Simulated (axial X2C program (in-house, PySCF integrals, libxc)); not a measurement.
# What spin–orbit coupling does to ZrO⁺

Calculated with an in-house relativistic program for diatomic molecules. Spin-free means the one-electron spin-free X2C Hamiltonian; two-component (2c) means X2C with spin–orbit coupling and atomic mean-field two-electron Coulomb and Gaunt terms, so the difference of the two also holds small scalar two-electron terms. Basis: Zr dyall-cv3z [11s12p9d6f3g], O dyall-av3z [7s6p3d2f] (cores contracted in-house); Gaussian nuclei, density fitting, unrestricted open shells. Masses: Zr 89.905 u, O 15.995 u.

Spin-free state: M_S = 1/2, Λ = 2 (beyond evenly filled blocks: δ+α); fragments Zr+ + O.

```csv
level,Re (Å),ωe (cm⁻¹),De (eV),μ (D)
PBE0,1.674,1043.6,7.408,-5.95
PBE,1.695,993.3,8.162,-5.58
```

Dipoles are positive if O is the positive end and refer to the centre of mass.

(1) Within this multiplet, which Ω should lie lowest by the rule for regular and inverted multiplets?

Two-component determinant lowest at the distance of the search:

Ω = 3/2 (⟨Sz⟩ = -0.50, ⟨Lz⟩ = 2.00 at PBE0); fragments Zr+ + O.

```tsv
level	Re (Å)	ωe (cm⁻¹)	μ (D)
PBE0	1.674	1043.5	-5.95
PBE	1.695	993.2	-5.58
```

(2) From the two tables, how do the constants change at the PBE0 level (2c against spin-free)?

Occupations by symmetry block were frozen at the best pattern of an incomplete PBE0 search. De is counted from the lowest determinant-based energies of the atoms at the same level, without counterpoise correction. De is not given where an atomic determinant may have missed its ground term or J level, or where the truncated virtual space spoils (T). Density functionals use the spin component along the axis (collinear). PBE0 can misorder states that lie within some tenths of an eV, so this need not be the ground state of the molecule. The nearest other spin-free determinant of the search, M_S = 1/2, Λ = 0, lies 0.41 eV up at the distance of the search. The functionals have no current-density term, which raises determinants with orbital currents, atoms included. At some level and bond length an empty orbital lies below a filled one.

Results:

(1) The open δ shell holds one electron, so the multiplet is regular: Ω = Λ − 1/2 = 3/2. The PBE0 2c search agrees, though Ω = 5/2 of the search lies only 0.09 eV higher.

(2) At the PBE0 level Re is unchanged within 0.001 Å and ωe stays the same within 0.2 cm⁻¹.
